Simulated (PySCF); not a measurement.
**Four-centre ligand exchange**

Start structure (BH$_{4}$O$_{2}$F, singlet), relaxed at PBE0-D4/def2-TZVP:

| atom | x (Å) | y (Å) | z (Å) |
| --- | --- | --- | --- |
| B1 | -0.7061 | 0.1748 | 0.1673 |
| F2 | -0.4688 | 1.3760 | -0.3892 |
| O3 | -1.1883 | -0.8424 | -0.5821 |
| O4 | -0.4713 | -0.0265 | 1.4837 |
| H5 | 2.2287 | -0.0839 | -0.7657 |
| H6 | 2.0842 | -0.7417 | -0.4436 |
| H7 | -1.3149 | -0.5983 | -1.5012 |
| H8 | -0.1302 | 0.7549 | 1.9232 |

The step: BH₂O₂F ([OH][B]([OH])[F]) + H₂ → BH₃O₂ ([OH][BH][OH]) + HF; bonds formed: B1–H6, F2–H5; bonds broken: B1–F2, H5–H6. PySCF 2.14 with density fitting (its default auxiliary sets; JK sets also for MP2 and CCSD(T)); basis: def2-TZVPP and def2-QZVPP; cores frozen in the correlated methods. Extrapolation: Hartree–Fock as exp(−7.88 √X), correlation as X^−2.97. Energies below are by CCSD(T) at an estimated basis limit (MP2 extrapolated from triple and quadruple zeta, plus CCSD(T) − MP2 in triple zeta).

(1) What are the electronic barrier and the energy of the step, from the start structure to the end structure? (To be estimated.)

The T1 diagnostic stays at or below 0.014.

Answers

(1) Computed: Barrier 247.8 kJ/mol; step energy 113.3 kJ/mol (uphill); reverse barrier, their difference, 134.5 kJ/mol. Barrier and step energy count from the start structure, the reverse barrier from the end structure.

The saddle point: One imaginary mode of 1155i cm⁻¹.
| pair | start (Å) | saddle (Å) | end (Å) |
| --- | --- | --- | --- |
| B1–H6 | 3.00 | 1.39 | 1.21 |
| F2–H5 | 3.09 | 1.17 | 0.93 |
| B1–F2 | 1.34 | 1.72 | 3.36 |
| H5–H6 | 0.75 | 1.01 | 1.68 |

Zero-point energy (harmonic, PBE0-D4): ZPE is 126.8 kJ/mol at the start and 134.0 kJ/mol at the saddle, so the barrier goes from 247.8 to 255.0 kJ/mol.

Labels in which every atom is bracketed show which atoms are joined, not bond orders.

For scale, one of the runs: CCSD(T)/def2-TZVPP, 180 basis functions, launched by `OMP_NUM_THREADS=4 python run.py`. Time: 3.2 min of wall clock on 4 CPU threads of an Intel Xeon Platinum 8488C; the host was shared. Peak host memory: 2.1 GiB.
